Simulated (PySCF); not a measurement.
**Radial density of Nd³³⁺ (neodymium, charge +33)**

TPSSh, [Ar] 3d9, 2D determinant. Computed with PySCF 2.14 in an even-tempered Gaussian basis (17 s from 5 bohr⁻², ratio 2.5; 11 p from 6.5 bohr⁻², ratio 2.5; 8 d from 6.5 bohr⁻², ratio 2.5; 4 f from 30 bohr⁻², ratio 2.7; 3 g from 45 bohr⁻², ratio 2.7), with the non-relativistic Hamiltonian (point nucleus).

```json
{"r (bohr)": "0.000376", "4πr²ρ (e/bohr)": "0.2591", "4πr²(ρα − ρβ)": "0.0000"}
{"r (bohr)": "0.000632", "4πr²ρ (e/bohr)": "0.7107", "4πr²(ρα − ρβ)": "0.0000"}
{"r (bohr)": "0.00106", "4πr²ρ (e/bohr)": "1.910", "4πr²(ρα − ρβ)": "0.0000"}
{"r (bohr)": "0.00179", "4πr²ρ (e/bohr)": "4.953", "4πr²(ρα − ρβ)": "-0.0001"}
{"r (bohr)": "0.00301", "4πr²ρ (e/bohr)": "12.11", "4πr²(ρα − ρβ)": "-0.0001"}
{"r (bohr)": "0.00506", "4πr²ρ (e/bohr)": "26.80", "4πr²(ρα − ρβ)": "-0.0003"}
{"r (bohr)": "0.00851", "4πr²ρ (e/bohr)": "50.30", "4πr²(ρα − ρβ)": "-0.0006"}
{"r (bohr)": "0.0143", "4πr²ρ (e/bohr)": "72.37", "4πr²(ρα − ρβ)": "-0.0005"}
{"r (bohr)": "0.0241", "4πr²ρ (e/bohr)": "72.82", "4πr²(ρα − ρβ)": "0.0043"}
{"r (bohr)": "0.0405", "4πr²ρ (e/bohr)": "69.40", "4πr²(ρα − ρβ)": "0.0636"}
{"r (bohr)": "0.0681", "4πr²ρ (e/bohr)": "96.98", "4πr²(ρα − ρβ)": "0.5507"}
{"r (bohr)": "0.115", "4πr²ρ (e/bohr)": "79.86", "4πr²(ρα − ρβ)": "2.5461"}
{"r (bohr)": "0.193", "4πr²ρ (e/bohr)": "76.56", "4πr²(ρα − ρβ)": "4.6498"}
{"r (bohr)": "0.324", "4πr²ρ (e/bohr)": "43.56", "4πr²(ρα − ρβ)": "1.9812"}
{"r (bohr)": "0.545", "4πr²ρ (e/bohr)": "1.899", "4πr²(ρα − ρβ)": "0.0832"}
{"r (bohr)": "0.917", "4πr²ρ (e/bohr)": "0.003464", "4πr²(ρα − ρβ)": "0.0002"}
```

A non-relativistic calculation at this Z misses sizeable relativistic shifts. Spin-orbit coupling, absent here, splits the open shell strongly.
